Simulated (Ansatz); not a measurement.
All values below come from frozen-core CCSD(T)/cc-pVDZ // PBE0-D4/def2-SVP (Ansatz, a first-principles code). The restricted HF reference is unstable towards unrestricted orbitals.

Ansatz 0.2 input:
```yaml
crystal:
  periodic: [false, false, false]
  atoms:
    - { symbol: Si, position_ang: [-2.153406, -1.978613, 0.435648] }
    - { symbol: C, position_ang: [-1.28212, -0.333769, 0.156666] }
    - { symbol: C, position_ang: [-2.047918, 0.813975, 0.086355] }
    - { symbol: C, position_ang: [-1.444349, 2.075258, -0.121727] }
    - { symbol: Cl, position_ang: [-2.458447, 3.477172, -0.200478] }
    - { symbol: C, position_ang: [-0.084524, 2.197252, -0.259663] }
    - { symbol: C, position_ang: [0.737593, 1.044704, -0.193867] }
    - { symbol: C, position_ang: [2.145856, 1.139524, -0.332883] }
    - { symbol: C, position_ang: [2.936635, 0.016828, -0.267882] }
    - { symbol: C, position_ang: [2.351026, -1.25135, -0.060583] }
    - { symbol: C, position_ang: [0.987414, -1.371337, 0.077452] }
    - { symbol: C, position_ang: [0.138877, -0.236606, 0.016213] }
    - { symbol: H, position_ang: [-1.901461, -2.926442, -0.693279] }
    - { symbol: H, position_ang: [-3.618289, -1.709542, 0.535471] }
    - { symbol: H, position_ang: [-1.685363, -2.635879, 1.694723] }
    - { symbol: H, position_ang: [-3.134608, 0.773642, 0.189631] }
    - { symbol: H, position_ang: [0.366548, 3.178322, -0.41985] }
    - { symbol: H, position_ang: [2.592427, 2.124177, -0.493101] }
    - { symbol: H, position_ang: [4.020303, 0.102713, -0.376428] }
    - { symbol: H, position_ang: [2.98457, -2.139772, -0.00985] }
    - { symbol: H, position_ang: [0.549231, -2.360254, 0.237429] }
basis:
  gaussian: { orbitals: cc-pVDZ }
correlation:
  method: ccsd_t
```

Output:

```
Functional definition: HF
2087 factors; integrals over basis functions are off by at most 1.1e-3 eV
mean field evaluation 1: about -30808.0524 eV, gradient 3.9e1 eV
mean field evaluation 2: about -30808.6008 eV, gradient 3.9e1 eV
mean field evaluation 4: about -30813.8166 eV, gradient 6.9e0 eV
mean field evaluation 8: about -30813.9632 eV, gradient 3.7e-1 eV
mean field evaluation 16: about -30808.0517 eV, gradient 3.9e1 eV
mean field -30813.96459939 eV, -1132.3923125724 hartree, gradient 2.9e-6 eV, S^2 0.000000; 0 other end points of the search recorded, 0 dependent functions left out; unrestricted orbitals would lower it
20 core orbitals not correlated
reference -30813.96459939 eV, -1132.3923125724 hartree; 30, 30 occupied and 171, 171 virtual orbitals, 2087 factors
second order -41.77703591 eV of doubles, -0.00000000 eV of singles
cycle   1  -42.07367259 eV  change   -3.0e-1 eV  update   1.7e-1
cycle   2  -43.35175079 eV  change    -1.3e0 eV  update   5.5e-2
cycle   3  -43.63934871 eV  change   -2.9e-1 eV  update   2.3e-2
cycle   4  -43.64228807 eV  change   -2.9e-3 eV  update   7.3e-3
cycle   5  -43.64423999 eV  change   -2.0e-3 eV  update   3.3e-3
cycle   6  -43.64569442 eV  change   -1.5e-3 eV  update   9.9e-4
cycle   7  -43.64527473 eV  change    4.2e-4 eV  update   3.6e-4
cycle   8  -43.64529627 eV  change   -2.2e-5 eV  update   1.4e-4
cycle   9  -43.64535766 eV  change   -6.1e-5 eV  update   5.7e-5
perturbative correction -1.98403706 eV, -0.0729120170 hartree
Total energy: -30859.59399411 eV, -1134.0691618994 hartree
```

Cost: about 26 core-minutes (a rough figure).
